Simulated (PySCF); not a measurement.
All of these have the formula C3H11FSi2. The calculation used PySCF 2.14.0, density-fitted response routines, TDDFT CAM-B3LYP/def2-SVPD, vertical, gas phase, core orbitals frozen in the response. Geometries: GFN2-xTB; one conformer of each isolated species. Triplets are in the Tamm–Dancoff approximation.

A. `CC(C)(F)[SiH2][SiH3]`
B. `CC[Si@H](F)[SiH2]C`
C. `FCCC([SiH3])[SiH3]`

Lowest singlet levels (six at most, fewer where fewer were computed) with oscillator strengths:

1. 192 nm (f 0.023); 178 nm (f 0.049); 171 nm (f 0.014); 160 nm (f 0.070); 156 nm (f 0.044); 152 nm (f 0.015); T1 5.75 eV
2. 178 nm (f 0.046); 172 nm (f 0.005); 168 nm (f 0.021); 158 nm (f 0.066); 157 nm (f 0.033); 155 nm (f 0.290); T1 6.16 eV
3. 163 nm (f 0.018); 152 nm (f 0.110); 151 nm (f 0.000); 148 nm (f 0.128); 145 nm (f 0.061); 145 nm (f 0.033); T1 7.24 eV

Question: Which spectrum belongs to which structure?

Answer: 1 = B, 2 = A, 3 = C.
- A: S1 at 6.98 eV, HOMO→LUMO (76%), HOMO-1→LUMO (10%); Löwdin shares by element: HOMO silicon 32%, carbon 27% or more, fluorine 13% (atoms not listed hold the other 28%); LUMO silicon 55%, hydrogen 16% or more (atoms not listed hold the other 28%); HOMO -9.34 and LUMO 0.69 eV.
- B: S1 at 6.47 eV, HOMO→LUMO (80%), HOMO→LUMO+1 (15%); Löwdin shares by element: HOMO silicon 46%, carbon 26% or more (atoms not listed hold the other 28%); LUMO silicon 43%, carbon 8% or more, fluorine 8% (atoms not listed hold the other 42%); HOMO -9.28 and LUMO 0.58 eV.
- C: S1 at 7.61 eV, HOMO→LUMO (89%); Löwdin shares by element: HOMO carbon 40% or more, silicon 30% (atoms not listed hold the other 30%); LUMO silicon 35%, hydrogen 8% or more, carbon 7% or more (atoms not listed hold the other 50%); HOMO -9.56 and LUMO 1.03 eV.
